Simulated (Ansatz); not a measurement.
**Forces away from equilibrium**

AlH$_{2}$OF$_{2}$ (SMILES [OH2+][Al]([F])[F]) (charge +1), closed shell, displaced at random from a GFN2-xTB minimum.

O1  (-0.155, 0.868, 0.110)
Al2  (0.184, -0.891, -0.029)
F3  (1.670, -1.191, 0.684)
F4  (-1.054, -1.636, -0.752)
H5  (0.058, 1.647, -0.708)
H6  (-0.613, 1.342, 0.750)
(Å)

Computed with Ansatz 0.2.0 (basis: def2-TZVPP); correlated methods freeze the cores.

CCSD(T) forces from the calculation:
| atom | Fx | Fy | Fz (eV/Å) |
| --- | --- | --- | --- |
| O1 | 2.202 | 2.732 | -5.574 |
| Al2 | 1.662 | -1.015 | 0.845 |
| F3 | -1.847 | 0.257 | -0.947 |
| F4 | 0.309 | 0.050 | 0.108 |
| H5 | -0.842 | -3.372 | 3.382 |
| H6 | -1.485 | 1.348 | 2.187 |

**Question.** Which atom feels the largest CCSD(T) force, and how large is it?

**Answer.** O1, 6.59 eV/Å, along (0.33, 0.41, -0.85).

Root-mean-square difference of the force components from those of CCSD(T): PBE0-D4 0.048; wB97M-V 0.033; r2SCAN-D4 0.065; PBE-D4 0.249; revPBE-D4 0.280; B97M-V 0.114 eV/Å.

T1 diagnostic: at most 0.014. These are differences at one structure, and CCSD(T) in triple zeta is itself an approximation.

For scale, one of the runs: CCSD(T)/def2-TZVPP forces, 163 basis functions, launched by `ansatz run in.yaml --threads 4 --pin off --events-out ev --progress --plain --max-ram 5222MiB`. Hardware: 4 CPU threads of an AMD EPYC 7R43, shared host. Wall time 110 s; peak host memory 2.4 GiB.
